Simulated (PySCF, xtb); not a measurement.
MoOCl4, SMILES [O]=[Mo]([Cl])([Cl])([Cl])[Cl], multiplicity 1.

GFN2-xTB in xtb at its own geometry gives an orbital gap of 3.16 eV and a dipole moment of 1.80 D.

Coordinates come from a B3LYP-D3(BJ)/def2-SVP optimisation. The spin state was assumed, not searched. The isomer is the one that the SMILES or the coordinates give; other isomers of the formula were not compared. The def2 effective core potentials stand for the cores of Mo; spin–orbit coupling is left out.

### Question
What does PBE/def2-TZVP in PySCF give? (An estimate is asked for; the answer gives what the named calculation found.)

### Answer
gap 2.25 eV (levels -7.59 and -5.34 eV), dipole 0.87 D.
